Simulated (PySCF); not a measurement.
Badger's rule along the fifth-period p block: bonds to K

PBE0 in PySCF with x2c-SVPall on every atom, spin-free X2C, for the lowest determinant that a PBE0 search found; no spin–orbit coupling. Badger's rule says that Re = d + c·k^(−1/3) for bonds between atoms of fixed rows.

| molecule | state (unpaired electrons) | Re (Å) | k (mdyn/Å) |
| --- | --- | --- | --- |
| KI | singlet (closed shell) | 3.052 | 0.630 |
| KTe | doublet (π ↑) | 3.161 | ? |
| KSn | quartet (σ ↑, π ↑↑) | 3.266 | ? |
| KSb | triplet (π ↑↑) | 3.324 | 0.369 |

**Question.** Fix c and d from KI and KSb.

**Answer.** c = (3.324 − 3.052)/(0.369^(−1/3) − 0.63^(−1/3)) = 1.195, d = 3.052 − c·0.63^(−1/3) = 1.659 Å.

**Question.** Predict k of the others and set the computed values beside them.

**Answer.** 

| molecule | k by the rule | k computed | difference (%) |
| --- | --- | --- | --- |
| KTe | 0.503 | 0.520 | -3 |
| KSn | 0.410 | 0.325 | 26 |

The rule misses by 14 % on average; it knows nothing of spin state or of how ionic a bond is, and both change along this series.

Spin–orbit coupling is left out. States were picked by a PBE0 search and need not be the measured ground states.
